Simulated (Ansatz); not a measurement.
C₂H₁₀BN, SMILES `C[BH-](C)[NH3+]` at its PBE0-D4/def2-TZVP geometry, where that method's forces vanish. Charge 0, multiplicity 1.

```
atom   x (Å)   y (Å)   z (Å)
  C1  -1.462  -0.373   0.334
  B2  -0.068   0.424   0.215
  C3   1.180  -0.269   0.960
  N4   0.315   0.424  -1.399
  H5  -2.281   0.073  -0.244
  H6  -1.382  -1.426   0.028
  H7  -1.799  -0.386   1.375
  H8  -0.173   1.617   0.463
  H9   1.325  -1.320   0.669
 H10   2.137   0.247   0.802
 H11   1.016  -0.275   2.042
 H12   0.432  -0.528  -1.738
 H13   1.180   0.927  -1.564
 H14  -0.421   0.864  -1.943
```

(1) For each bond, give half the difference of the two atoms' forces along it (eV/Å; positive pushes the atoms apart) under PBE-D4, r2SCAN-D4, B3LYP-D4, ωB97M-V in def2-TZVPP. (Estimate.)

Results:

(1) Ansatz gave: 
```csv
bond,length (Å),PBE-D4,r2SCAN-D4,B3LYP-D4,ωB97M-V
C1–B2,1.610,-0.05,0.01,0.07,0.07
C1–H5,1.098,0.12,-0.01,-0.04,-0.05
C1–H6,1.100,0.13,0.00,-0.03,-0.06
C1–H7,1.094,0.13,-0.01,-0.05,-0.06
B2–C3,1.610,-0.05,0.01,0.07,0.07
B2–N4,1.659,-0.11,0.09,0.16,0.18
B2–H8,1.223,0.05,-0.05,-0.14,-0.14
C3–H9,1.100,0.13,0.00,-0.03,-0.06
C3–H10,1.098,0.12,-0.01,-0.04,-0.05
C3–H11,1.094,0.13,-0.01,-0.05,-0.06
N4–H12,1.017,0.24,0.01,-0.02,-0.06
N4–H13,1.015,0.21,-0.01,-0.03,-0.05
N4–H14,1.015,0.21,0.00,-0.03,-0.05
```

B3LYP here is the variant with VWN-RPA as its local correlation; programs differ in this.
